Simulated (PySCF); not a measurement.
3-ethenoxyprop-1-ene (C₅H₈O), SMILES C=CCOC=C.

Geometry optimised at B3LYP-D3(BJ)/def2-SVP. Other conformers were not sampled.

Method: ωB97X/def2-TZVP run with PySCF.

Gas-phase values at a fixed geometry.

Computed frontier levels, gap, dipole moment and polarisability:
The highest occupied level is -8.95 eV. The lowest empty level is 2.37 eV and the orbital gap is 11.31 eV. The dipole moment comes out as 1.65 D and the quadrupole, principal values (traceless, Buckingham form, about the centre of nuclear charge) comes out as -6.41, 2.30, 4.11 D·Å. The mean static polarisability is 66.5 bohr³ (9.85 Å³) and the polarisability, principal values comes out as 44.6, 70.7, 84.0 bohr³.
